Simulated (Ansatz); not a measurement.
Compare A (`C=[C](C)[GeH2][F]`) with its isomer B (`C/C(F)=[CH]/[GeH3]`).

Gas-phase electronic energies from Ansatz, PBE0-D4/def2-TZVP geometries. CCSD(T)/CBS is the MP2 limit (def2-TZVPP, def2-QZVPP) plus CCSD(T) − MP2 in def2-TZVPP, frozen cores. Functionals use def2-TZVPP. B3LYP here is the variant with VWN-RPA as its local correlation; programs differ in this. For Ge outer-core shells are correlated without core-valence functions, which leaves a few kJ/mol of doubt a bond. Scalar relativity is left out up to krypton. Each species was taken in one conformer, which may not be the lowest.

A:

```xyz
12

C    -1.0544   -0.8931    0.7838
C    -0.3146   -0.0667    0.0526
C    -0.8889    0.9515   -0.8806
Ge    1.6146   -0.1868    0.2042
F     1.9347   -1.4455    1.3713
H    -2.1413   -0.8665    0.7347
H    -0.6094   -1.6214    1.4529
H    -0.5831    1.9655   -0.6025
H    -0.5466    0.7908   -1.9082
H    -1.9811    0.9159   -0.8793
H     2.3049   -0.6322   -1.0967
H     2.2653    1.0885    0.7677
```

B:

```xyz
12

C    -0.7042   -0.1716    2.0021
C    -0.3095   -0.3157    0.5820
F    -0.6367   -1.5355    0.1023
C     0.2870    0.5523   -0.2194
Ge    0.7216    0.1639   -2.0658
H    -1.7825   -0.3172    2.1108
H    -0.4380    0.8149    2.3778
H    -0.2082   -0.9325    2.6110
H     0.5337    1.5195    0.2017
H     1.4013    1.4055   -2.6660
H    -0.5475   -0.1521   -2.8731
H     1.6830   -1.0313   -2.1634
```

(1) Which is lower in electronic energy at CCSD(T)/CBS, and by how much? (An estimate is asked.)

(2) Give E(B) − E(A) in kcal/mol with CCSD/def2-TZVPP, PBE0-D4, ωB97M-V, r2SCAN-D4, B3LYP-D4, HF/def2-TZVPP, MP2/def2-TZVPP. (Best estimate.)

Largest T1 diagnostic: 0.012.

## Answers

(1) Ansatz gave: A, by 27.3 kcal/mol.

(2) Ansatz gave: CCSD/def2-TZVPP 26.8, PBE0-D4 24.0, ωB97M-V 25.1, r2SCAN-D4 24.3, B3LYP-D4 25.6, HF/def2-TZVPP 27.3, MP2/def2-TZVPP 28.5. None reverses the order clearly.
